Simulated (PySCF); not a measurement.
A calculated (BP86, PySCF 2.14, Sapporo-DKH3-DZP-2012, the spin-free X2C one-electron Hamiltonian (Gaussian nucleus)) atom or ion has these occupied shells.

| shell | electrons | orbital energy (eV) | rms radius, mean of both spins (bohr) |
| --- | --- | --- | --- |
| 1s α | 1 | -6444.8 | 0.0703 |
| 1s β | 1 | -6444.8 | 0.0703 |
| 2s α | 1 | -761.82 | 0.303 |
| 2s β | 1 | -759.78 | 0.303 |
| 2p α | 3 | -648.04 | 0.274 |
| 2p β | 3 | -646.48 | 0.274 |
| 3s α | 1 | -105.33 | 0.916 |
| 3s β | 1 | -100.16 | 0.916 |
| 3p α | 3 | -74.088 | 0.984 |
| 3p β | 3 | -69.007 | 0.984 |
| 3d α | 5 | -25.903 | 1.29 |

**Question.** Name the element and its charge.

**Answer.** Mn²⁺ (manganese, charge +2), in [Ar] 3d5, high-spin 6S determinant.
